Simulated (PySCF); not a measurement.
Two species compared at the same levels of theory.

First species: Mo(vinyl)4, C8H12Mo (singlet state).
SMILES: `C=[CH][Mo]([CH]=C)([CH]=C)[CH]=C`

Second species: C₃H₆N₂Si.
Atom-mapped SMILES: `[SiH3:1][n:2]1[cH:3][cH:4][n:5][cH:6]1` (hydrogens: H7, H8, H9 on Si1; H10 on C3; H11 on C4; H12 on C6)

Geometry (PBE0-D3(BJ)/def2-SVP, Å), atoms numbered from 1 in this order:
```
atom  x, y, z in Å
Si1    1.899    0.035    0.002
N2     0.126   -0.076   -0.021
C3    -0.785    0.939    0.208
C4    -2.027    0.369    0.093
N5    -1.914   -0.963   -0.198
C6    -0.632   -1.198   -0.259
H7     2.391   -1.331   -0.316
H8     2.355    0.471    1.351
H9     2.349    1.021   -1.020
H10   -0.474    1.959    0.427
H11   -2.997    0.853    0.206
H12   -0.172   -2.164   -0.473
```

Levels: CAM-B3LYP/def2-SVPD for HOMO energy, LUMO energy, HOMO–LUMO gap and static isotropic polarisability; TDDFT CAM-B3LYP/def2-SVPD for lowest singlet excitation; TDA CAM-B3LYP/def2-SVPD for lowest triplet excitation (Tamm–Dancoff). Geometries: PBE0-D3(BJ)/def2-SVP. Each species is one conformer at its optimised geometry, gas phase (atoms past krypton carry core potentials, spin–orbit coupling is left out). Electronic properties by PySCF.

(1) Which of the two has the higher static isotropic polarisability, and by how much?

(2) Which has the higher LUMO energy?

(3) Which of the two has the higher HOMO–LUMO gap, and by how much?

(4) Which of the two has the higher T1 energy, and by how much?

(5) Which has the higher HOMO energy?

(6) Which has the higher S1 energy?

## Answers

(1) The first: 169.8 au against 72.7 au, a difference of 97.1 au.

(2) The second: 0.83 eV against -0.96 eV, a difference of 1.79 eV.

(3) The second: 8.91 eV against 5.26 eV, a difference of 3.65 eV.

(4) The second: 4.34 eV against 0.64 eV, a difference of 3.70 eV.

(5) The first: -6.22 eV against -8.08 eV, a difference of 1.86 eV.

(6) The second: 6.15 eV against 1.25 eV, a difference of 4.90 eV.

On the first: The principal polarisabilities are 140.5, 156.9 and 212.1 au; their mean is the isotropic value. The vertical singlet–triplet gap S1 − T1 is 0.61 eV (TDDFT singlet less Tamm–Dancoff triplet; S1: HOMO→LUMO+1, weight 0.95; T1: HOMO→LUMO+1, weight 0.91). Atoms past krypton carry effective core potentials; spin–orbit coupling is left out.

On the second: The principal polarisabilities are 53.2, 75.1 and 89.8 au; their mean is the isotropic value. The vertical singlet–triplet gap S1 − T1 is 1.81 eV (TDDFT singlet less Tamm–Dancoff triplet).
